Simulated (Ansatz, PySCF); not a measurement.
Si(CF3)(H)2(Me) (C2H5F3Si), SMILES FC(F)(F)[SiH2]C. Atoms are numbered in the order given.

```xyz
11

Si    -0.7364    -0.9811    -0.1809
C     -2.3301    -0.0398     0.1124
C      0.7274     0.2671     0.0220
F      1.9342    -0.3046    -0.1666
F      0.6286     1.2889    -0.8603
F      0.7366     0.8177     1.2585
H     -0.5146    -2.0608     0.8182
H     -0.6382    -1.5291    -1.5604
H     -2.4275     0.7819    -0.6142
H     -2.3371     0.3928     1.1250
H     -3.2063    -0.6991     0.0105
```
Charge 0, spin multiplicity 1.

Geometry optimised at B3LYP-D3(BJ)/def2-SVP.

Two levels are set side by side: PBE-D3(BJ)/def2-SVP (Ansatz, an electronic-structure program) and B3LYP-D3(BJ)/def2-SVP (Ansatz). Each level has its own optimised geometry; the coordinates shown are those of the second. Frequencies come from the Hessian of PySCF at each geometry. Differences are taken from unrounded values.

```csv
quantity,B3LYP-D3(BJ)
mean bond length (Å),1.414
bond Si1–C2 (Å),1.874
bond Si1–C3 (Å),1.934
bond C3–F4 (Å),1.349
bond C3–F5 (Å),1.354
bond C3–F6 (Å),1.354
bond Si1–H7 (Å),1.488
bond Si1–H8 (Å),1.488
bond C2–H9 (Å),1.101
bond C2–H10 (Å),1.101
bond C2–H11 (Å),1.101
highest harmonic wavenumber (cm⁻¹),3134
mean harmonic wavenumber (cm⁻¹),1104
zero-point energy (kcal/mol),42.62
```

**Question.** What does PBE-D3(BJ) give, and how far is it from B3LYP-D3(BJ)? (An estimate is asked for; the answer gives what the named calculation found.)

**Answer.** 
```
quantity                            PBE-D3(BJ)  PBE-D3(BJ) minus B3LYP-D3(BJ)
----------------------------------  ----------  -----------------------------
mean bond length (Å)                     1.423                          0.009
bond Si1–C2 (Å)                          1.880                          0.006
bond Si1–C3 (Å)                          1.942                          0.007
bond C3–F4 (Å)                           1.358                          0.009
bond C3–F5 (Å)                           1.363                          0.010
bond C3–F6 (Å)                           1.363                          0.010
bond Si1–H7 (Å)                          1.501                          0.014
bond Si1–H8 (Å)                          1.501                          0.014
bond C2–H9 (Å)                           1.108                          0.007
bond C2–H10 (Å)                          1.108                          0.007
bond C2–H11 (Å)                          1.108                          0.007
highest harmonic wavenumber (cm⁻¹)        3088                            -46
mean harmonic wavenumber (cm⁻¹)           1072                            -32
zero-point energy (kcal/mol)             41.37                          -1.25
```

Exact exchange shortens and stiffens bonds; PBE has none. Differences between two approximate levels are no errors against the true value.
